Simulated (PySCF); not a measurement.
Excitations are Tamm–Dancoff values on a coarser integration grid. The basis has no diffuse functions, so Rydberg states are missing or too high.

## C₂H₄Si, SMILES `[SiH3]C#C` (charge 0, multiplicity 1)

Level of theory: PySCF 2.14.0 with PBE-D3(BJ)/def2-TZVP.

```json
{
 "HOMO": "-7.08 eV",
 "dipole_moment": "0.082 e·Å",
 "LUMO": "-1.12 eV",
 "HOMO–LUMO gap": "5.96 eV",
 "S1 excitation (TDA)": "5.96 eV",
 "S1 oscillator strength": "0.000",
 "T1 excitation (TDA)": "4.87 eV",
 "S1–T1 gap (TDA)": "1.08 eV",
 "total_energy": "-10008.80 eV",
 "cost": "around 50 core-seconds (rough)"
}
```

```xyz
7

C      1.9355    -0.3827    -0.0132
C      0.7414    -0.1466    -0.0051
Si    -1.0511     0.2078     0.0072
H      2.9876    -0.5907    -0.0205
H     -1.4078     1.0032    -1.2043
H     -1.8109    -1.0768     0.0022
H     -1.3946     0.9858     1.2338
```
Charge 0, spin multiplicity 1.
